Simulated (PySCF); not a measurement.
Computed shifts of a molecule CH8FNOSi2, PBE0/pcSseg-1 (PySCF), GIAO, gas phase, equivalent atoms averaged, in ppm (number of nuclei): ¹³C: 3.7 (1). ²⁹Si: -7.0 (1), -39.3 (1). ¹⁵N: 37.4 (1). ¹⁹F: -150.8 (1). ¹H: 5.50 (2), 5.36 (1), 1.46 (1), 1.34 (1), 1.21 (3). References: ¹³C against TMS (σ = 186.3 ppm); ²⁹Si against TMS (σ = 352.7 ppm); ¹⁷O against H2O (σ = 334.2 ppm); ¹⁵N against NH3 (σ = 267.4 ppm); ¹⁹F against CFCl3 (σ = 167.2 ppm); ¹H against TMS (σ = 31.56 ppm), references at their B3LYP-D3(BJ)/def2-TZVP geometries, non-relativistic. The structure is a stationary point at PBE-D3(BJ)/def2-SVP. The values are those of a single conformer.

Question: Pick the molecule that these values belong to.
A) CO[Si@@](N)(F)[SiH3]
B) C[SiH2]O[Si@@H](N)F
C) C[Si@H](F)N[SiH2]O
D) C[Si@@H](N)O[SiH2]F

Answer: B, C[SiH2]O[Si@@H](N)F
